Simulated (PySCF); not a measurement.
Static response to an electric field

Species: ethylmethylacetylchloride, C5H9ClO.
Geometry (PBE0-D3(BJ)/def2-SVP, Å), atoms numbered from 1 in this order:
```
atom  x, y, z in Å
C1     1.829    0.853   -0.155
C2     0.800   -0.198   -0.535
C3    -0.377   -0.304    0.439
C4    -1.381   -1.373    0.017
C5    -1.067    1.025    0.636
O6    -1.214    1.617    1.648
Cl7   -1.722    1.702   -0.905
H8     2.232    0.677    0.855
H9     1.396    1.866   -0.170
H10    2.674    0.849   -0.858
H11    0.404    0.003   -1.543
H12    1.272   -1.194   -0.579
H13    0.010   -0.543    1.445
H14   -1.811   -1.137   -0.967
H15   -0.875   -2.348   -0.052
H16   -2.204   -1.466    0.741
```

Level: CAM-B3LYP/def2-SVPD (PySCF), static field, nuclei fixed, core orbitals frozen in the response. The polarisability tensor in these axes (au):

```
x   77.24 -2.50  2.32
y   -2.50 77.78 -1.21
z    2.32 -1.21 78.07
```

Q: Give the principal values, the mean and the anisotropy Δα = √{½[(α1 − α2)² + (α2 − α3)² + (α1 − α3)²]}.

A: Principal values 74.64, 76.74 and 81.72 au; mean 77.70 au = 11.51 Å³ = 12.81 × 10⁻⁴⁰ C²·m²/J; Δα = 6.30 au (8 % of the mean).

Q: What is the dipole moment, and where does it point?

A: (1.48, -2.65, -0.82) D, 3.14 D in size, pointing from the negative to the positive side. Measured along this direction, the outermost atoms are O6 at the negative end and H12 at the positive end.

Q: What are the principal values of the traceless quadrupole moment, Θ = ½Σq(3rr − r²1), about the centre of nuclear charge?

A: -5.91, 1.31, 4.60 D·Å. The values depend on the origin, since the dipole doesn't vanish. The electronic extent ⟨r²⟩ about the same centre is 982 bohr², a root-mean-square distance of 2.07 Å for the 64 electrons.

Q: Estimate the molar refractivity from the static electronic polarisability.

A: Lorentz–Lorenz: R = (4π/3)N_A α = 2.5225 cm³/(mol·Å³) × 11.51 Å³ = 29.0 cm³/mol, in the limit of long wavelengths.

Q: Find the Langevin capture rate constant for H3+ (3.023 u) meeting this molecule (120.034 u), k = 2.342 × 10⁻⁹ cm³/s × √(α in Å³ / reduced mass in u).

A: The reduced mass is 2.95 u, so k = 4.63 × 10⁻⁹ cm³/s. The formula leaves out the permanent dipole, which adds to the capture rate.

Q: Orientational against electronic polarisability at 273 K (dilute gas, rigid molecules)?

A: In Gaussian units μ²/3kT = 87.41 Å³ against 11.51 Å³, a ratio of 7.59; the Debye molar polarisation (4π/3)N_A(α + μ²/3kT) is 249.5 cm³/mol, leaving out the vibrational part.

Q: Refractivity n − 1 of an ideal gas of it at 273.15 K and 1 atm, from the electronic α?

A: N = p/kT = 2.6868 × 10¹⁹ cm⁻³, so n − 1 = 2π × N × 11.51 × 10⁻²⁴ cm³ = 1944 × 10⁻⁶ at long wavelengths, for an ideal gas.

Isolated species at its PBE0-D3(BJ)/def2-SVP geometry (one conformer only).
